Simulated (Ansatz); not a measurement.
A set of 12 reactions (atomization), with CCSD(T)/CBS values in kJ/mol:

| reaction | ΔE |
| --- | --- |
| `N[C]1=[C]([AlH2])[AlH]1` → 2 Al• + 2 C• + 5 H• + N• | 3342.3 |
| `[CH3][Zn][NH2]` → C• + 5 H• + N• + Zn (atom) | 2495.0 |
| `F[SiH]1CC1=S` → 2 C• + F• + 3 H• + S• + Si• | 3044.3 |
| `F[Si](S)(Cl)Cl` → 2 Cl• + F• + H• + S• + Si• | 2106.5 |
| `CB/C(F)=C\O` → B• + 3 C• + F• + 6 H• + O• | 4826.1 |
| `[OH][Al]([OH])[CH]1B[SiH2]1` → Al• + B• + C• + 6 H• + 2 O• + Si• | 4437.9 |
| `C[N](C)[Mg][F]` → 2 C• + F• + 6 H• + Mg (atom) + N• | 3957.2 |
| `O[CH2][In]([F])[F]` → C• + 2 F• + 3 H• + In• + O• | 2751.9 |
| `[CH2][Te]C`• → 2 C• + 5 H• + Te• | 2655.4 |
| `CSB(F)F` → B• + C• + 2 F• + 3 H• + S• | 3281.5 |
| `OBC(F)[SiH3]` → B• + C• + F• + 6 H• + O• + Si• | 3980.7 |
| `N/C=C/[SiH2]Cl` → 2 C• + Cl• + 6 H• + N• + Si• | 4049.9 |

Isolated molecules relaxed with PBE0-D4/def2-TZVP in Ansatz; ΔE leaves out vibrations. CCSD(T)/CBS adds triple-zeta CCSD(T) − MP2 to the extrapolated MP2 energy (def2 sets, frozen cores). Small cases extrapolate CCSD(T) itself. Double bonds are as drawn, so ΔE can hold a change between cis and trans. DFT in def2-TZVPP. B3LYP here is the variant with VWN-RPA as its local correlation; programs differ in this. No spin–orbit coupling; open shells (•) take unrestricted orbitals. Spin–orbit coupling would lower the free atoms: a little for Al, B, C, Cl, F, O, S, Si; strongly for In, Te. Elements past krypton have def2 core potentials. Bonds to In, Mg, Te, Zn are less sure, by a few kJ/mol each and by 10 to 20 or more in all where they break to atoms, as the def2 sets lack core-valence functions. Scalar relativity is left out up to krypton. One conformer a species, not always the lowest.

Give the mean, mean absolute and largest difference (level minus CCSD(T)/CBS, kJ/mol) for: ωB97X-V, ωB97M-V, B2PLYP, PBE, r2SCAN, B3LYP, HF/def2-TZVPP, MP2/def2-TZVPP, SCS-MP2/def2-TZVPP, CCSD/def2-TZVPP, CCSD(T)/def2-TZVPP, HF/def2-QZVPP, SCS-MP2/def2-QZVPP, CCSD/CBS(def2). (An estimate is asked.)

Ansatz gave: 
```tsv
level	mean	mean absolute	largest
ωB97X-V	7.2	13.0	23.4
ωB97M-V	8.0	18.9	38.2
B2PLYP	-41.8	41.8	-67.5
PBE	56.9	58.3	158.1
r2SCAN	12.8	17.1	51.6
B3LYP	-40.7	40.7	-95.8
HF/def2-TZVPP	-962.5	962.5	-1294.3
MP2/def2-TZVPP	-22.9	26.9	-69.1
SCS-MP2/def2-TZVPP	-54.8	54.8	-75.7
CCSD/def2-TZVPP	-158.3	158.3	-203.5
CCSD(T)/def2-TZVPP	-100.6	100.6	-128.3
HF/def2-QZVPP	-955.5	955.5	-1289.4
SCS-MP2/def2-QZVPP	11.1	15.6	-27.0
CCSD/CBS(def2)	-58.4	58.4	-79.4
```

The largest T1 diagnostic in the set is 0.019, for `[CH2][Te]C`• (customary mark 0.045).

CCSD(T)/CBS is a level of theory with its own doubt, and the functionals carry their triple-zeta basis error, so these figures describe this set and don't rank the functionals.
